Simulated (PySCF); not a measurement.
In¹⁴⁺: fine-structure interval

In¹⁴⁺ [Ar] 3d10 4s2 4p5 [4p1/2^2 4p3/2^3, M_J = 3/2] → In¹⁴⁺ [Ar] 3d10 4s2 4p5 [4p1/2^1 4p3/2^4, M_J = 1/2], as a difference of total energies. Calculation: PySCF 2.14, in an even-tempered Gaussian basis (18 s from 0.66 bohr⁻², ratio 2.8; 14 p from 0.86 bohr⁻², ratio 2.8; 9 d from 1.5 bohr⁻², ratio 2.8; 4 f from 6.1 bohr⁻², ratio 3); the two-component X2C-1e Hamiltonian. Correlated levels: [Ne] frozen; the 76 highest virtual spinors dropped. "Screened" scales the spin-orbit matrix elements by Boettger's factors to mimic the two-electron term; Breit and QED terms are absent.

| method | fine-structure interval (cm⁻¹) |
| --- | --- |
| GHF (screened spin-orbit) | 70194 |
| GMP2 (screened spin-orbit) | 71385 |
| GHF (bare spin-orbit) | 73343 |
